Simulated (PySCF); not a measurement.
Compound: C₂H₆BBr₃S.
SMILES with atom numbers: `[CH3:1][S+:2]([CH3:3])[B-:4]([Br:5])([Br:6])[Br:7]` (hydrogens: H8, H9, H10 on C1; H11, H12, H13 on C3)

Level of theory: core-valence-separated Tamm–Dancoff BHandHLYP/aug-pcX-1 (pcseg-1 on H, def2-SVPD on Br, def2-SVPD on S) in PySCF, non-relativistic, gas phase, PBE0-D3(BJ)/def2-SVP geometry.

Computed carbon K-edge spectrum, Gaussian lines of 0.4 eV full width, highest printed point 100; it ends one width below the last computed root. The energies are unshifted.

```
photon energy (eV)  absorption
             284.7           1
             284.8           6
             284.9          20
             285.0          48
             285.1          83
             285.2         100
             285.3          86
             285.4          52
             285.5          22
             285.6           7
             285.7           1
             285.8           0
             285.9           0
             286.0           0
             286.1           0
             286.2           1
             286.3           2
             286.4           7
             286.5          15
             286.6          23
             286.7          25
             286.8          20
             286.9          11
             287.0           5
             287.1           6
             287.2          15
             287.3          33
             287.4          54
             287.5          73
             287.6          83
             287.7          82
             287.8          67
```

Q: Where are the maxima, and which lines make them up?

A: 3 maxima:
- 285.2 eV: C1/C3 (S-methyl carbon), 285.21 eV, f = 0.110, sum of 2, 100 % of the height at the exact maximum
- 286.7 eV: C1/C3 (S-methyl carbon), 286.67 eV, f = 0.028, sum of 2, 100 % of the height at the exact maximum
- 287.6 eV: C1/C3 (S-methyl carbon), 287.75 eV, f = 0.063, sum of 2, 57 % of the height at the exact maximum; C1/C3 (S-methyl carbon), 287.45 eV, f = 0.047, sum of 2, 27 % of the height at the exact maximum; C1/C3 (S-methyl carbon), 287.60 eV, f = 0.015, sum of 2, 16 % of the height at the exact maximum

Roots within 0.03 eV on the same or equivalent atoms count as one line; shares under 12 % aren't listed.

Vibrational structure and lifetime widths aren't in the curve. The ionisation threshold wasn't computed; near and above it a finite basis only mimics Rydberg series and continuum. The BHandHLYP/aug-pcX-1 (pcseg-1 on H, def2-SVPD on Br, def2-SVPD on S) calculation is non-relativistic and has no spin–orbit coupling, an omission that weighs most on bromine.

The values belong to the conformer `[CH3:1][S+:2]([CH3:3])[B-:4]([Br:5])([Br:6])[Br:7]`: C1–S2–B4–Br5 -174°.
